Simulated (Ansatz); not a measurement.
An input meant for B(NH2)3 (BN₃H₆) (charge 0, singlet).

```yaml
crystal:
  periodic: [false, false, false]
  atoms:
    - {symbol: B, position_ang: [-0.004092, 0.000080, -0.015138]}
    - {symbol: N, position_ang: [1.429803, -0.009715, -0.129648]}
    - {symbol: H, position_ang: [1.974050, -0.858274, 0.010122]}
    - {symbol: H, position_ang: [1.987410, 0.832324, -0.002858]}
    - {symbol: N, position_ang: [-0.726756, 1.243876, -0.084647]}
    - {symbol: H, position_ang: [-1.700542, 1.303707, 0.206600]}
    - {symbol: H, position_ang: [-0.251856, 2.142067, -0.018206]}
    - {symbol: N, position_ang: [-0.726161, -1.238921, 0.146988]}
    - {symbol: H, position_ang: [-0.264170, -2.130126, -0.028830]}
    - {symbol: H, position_ang: [-1.717676, -1.285018, -0.084385]}
basis:
  gaussian: {orbitals: cc-pVTZ-PP}
hamiltonian: {xc: {name: LC-wPBE}, pseudopotentials: {relativity: none}}
output: {forces: true}
```

```sh
$ ansatz run in.yaml --threads 2 --pin off --events-out ev --progress --plain --max-ram 4352MiB
```

Shortened log:

```
Functional definition: LC-wPBE
Error: [file] the basis set cc-pVTZ-PP has no functions for B
```

Q: Something in this input is off. What?

A: The basis set is misnamed or doesn't suit the job. The input was rejected before any iteration.
